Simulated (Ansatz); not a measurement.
Start from `C[C@@H]1[AlH][Si@H]1[SiH3]` and change one atom or group to get `[SiH3][SiH]1[CH2][AlH]1`.

Ansatz, PBE0-D4/def2-TZVP geometries, multiplicity 1. 

```tsv
property	`C[C@@H]1[AlH][Si@H]1[SiH3]`
size of the dipole moment (B3LYP/def2-TZVPP) / D	1.38
HOMO–LUMO gap (PBE0/def2-TZVPP) / eV	4.18
LUMO energy (PBE0/def2-TZVPP) / eV	-1.80
HOMO energy (B3LYP/def2-TZVPP) / eV	-5.79
HOMO energy (PBE0/def2-TZVPP) / eV	-5.97
LUMO energy (PBE/def2-TZVPP) / eV	-2.56
```

Q: What does the change do to each property? (An estimate is asked.)

A: The calculation gave: 
| property | `[SiH3][SiH]1[CH2][AlH]1` | shift |
| --- | --- | --- |
| size of the dipole moment (B3LYP/def2-TZVPP) / D | 1.20 | -0.18 |
| HOMO–LUMO gap (PBE0/def2-TZVPP) / eV | 4.10 | -0.08 |
| LUMO energy (PBE0/def2-TZVPP) / eV | -1.93 | -0.13 |
| HOMO energy (B3LYP/def2-TZVPP) / eV | -5.86 | -0.07 |
| HOMO energy (PBE0/def2-TZVPP) / eV | -6.04 | -0.07 |
| LUMO energy (PBE/def2-TZVPP) / eV | -2.70 | -0.14 |

With PBE0 the HOMO falls by 0.07 eV and the LUMO falls by 0.13 eV, so the gap narrows by about 0.06 eV. PBE moves the HOMO by -0.06 eV and ωB97M-V by -0.07 eV. Dipoles are sizes alone; their direction can turn.

B3LYP here is the variant with VWN-RPA as its local correlation; programs differ in this.
